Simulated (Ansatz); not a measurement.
Molecule: CH₁₂N₂Si₃, charge 0, multiplicity 1. SMILES: C[SiH](N[SiH3])N[SiH3]
Geometry from a B3LYP-D3(BJ)/def2-TZVP (Ansatz, a first-principles code) optimisation:
```xyz
18

Si    -0.3525    -0.4492     0.9978
C     -0.0815     1.1811     1.8642
N      1.0381    -0.7347     0.0102
Si     2.4735     0.2126    -0.1831
N     -1.7423    -0.4658    -0.0314
Si    -1.8046     0.1195    -1.6578
H     -0.5715    -1.5196     2.0040
H     -0.9379     1.4103     2.5016
H      0.8094     1.1626     2.4963
H      0.0252     1.9976     1.1466
H      1.0216    -1.5885    -0.5309
H      3.2133     0.3737     1.0929
H      3.3417    -0.4846    -1.1599
H      2.1708     1.5739    -0.6861
H     -2.5867    -0.8789     0.3366
H     -3.2208     0.3761    -2.0134
H     -1.2510    -0.8402    -2.6471
H     -1.0250     1.3738    -1.7723
```

Parts of the frozen-core correlation energy in cc-pVTZ (Ansatz, hartree). Frozen orbitals: 18; correlated occupied orbitals by spin: 19 and 19; virtual: 323 and 323. No spin-orbit coupling. No relativistic terms.

```json
[
 {"term": "reference (HF)", "value": "-1020.77479"},
 {"term": "MP2 opposite-spin", "value": "?"},
 {"term": "MP2 same-spin", "value": "-0.20435"},
 {"term": "CCSD correlation", "value": "?"},
 {"term": "(T)", "value": "?"},
 {"term": "T1 diagnostic", "value": "0.011"},
 {"term": "largest doubles amplitude", "value": "0.009"}
]
```

Problem. Fill in the missing entries.

Solution. 
- MP2 opposite-spin, value: -0.77696
- CCSD correlation, value: -1.05771
- (T), value: -0.03931
